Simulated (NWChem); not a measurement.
How basis sets differ on GaH2O (SMILES [O][GaH2])

GaH2O has 4 atoms, charge 0, and is taken as a doublet. SMILES: `[O][GaH2]`. The coordinates come from a PBE0-D4/def2-TZVP relaxation.

Each level gives the vertical ionisation energy (to the singlet cation) (eV). The values are calculated.

| level | kind | program | value (eV) | CPU time (all runs) |
| --- | --- | --- | --- | --- |
| UHF/STO-3G | Hartree–Fock | NWChem | 11.50 | 12 s |
| UHF/3-21G | Hartree–Fock | NWChem | 12.20 | 5 s |
| UHF/6-31G | Hartree–Fock | NWChem | 12.56 | 18 s |
| UHF/6-31G* (spherical functions) | Hartree–Fock | NWChem | 12.70 | 25 s |
| UHF/6-31G** (spherical functions) | Hartree–Fock | NWChem | 12.69 | 31 s |
| UHF/6-311G** | Hartree–Fock | NWChem | 12.69 | 26 s |

All-electron rows without a relativistic Hamiltonian named are non-relativistic. The values span 11.50 to 12.70 eV. Spin contamination of the reference (⟨S²⟩ at least 0.1 too high) touches UHF/STO-3G. Without the sets that lack polarisation functions the rows with a basis span only 12.69 to 12.70 eV. CPU times are rough (shared hosts, several kinds of processor): they show what a rung costs within a factor of a few.
